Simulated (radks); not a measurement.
The numbers below are computed, except where a source is named.
Removal energies from the terbium ion Tb8+, [Kr] 4d10 4f5 5s2 5p4, by Delta-SCF beside the eigenvalue of the level emptied. Code: a radial shooting solver on a logarithmic mesh with Libxc functionals. Model: scalar-relativistic Kohn-Sham, PBEsol, spin-polarised, spherical densities, finite nucleus; Fermi nuclear charge, rms radius of each element as measured or else 0.836 A^(1/3) + 0.57 fm. Open shells are filled with parallel spins first.

| removed from | final configuration | Delta-SCF (eV) | -eigenvalue (eV) |
|---|---|---|---|
| 5p | [Kr] 4d10 4f5 5s2 5p3 | 140.85 | 133.08 |
| 4f | [Kr] 4d10 4f4 5s2 5p4 | 155.06 | 141.32 |
| 5s | [Kr] 4d10 4f5 5s1 5p4 | 170.18 | 161.62 |
| 4d | [Kr] 4d9 4f5 5s2 5p4 | 298.90 | 284.61 |
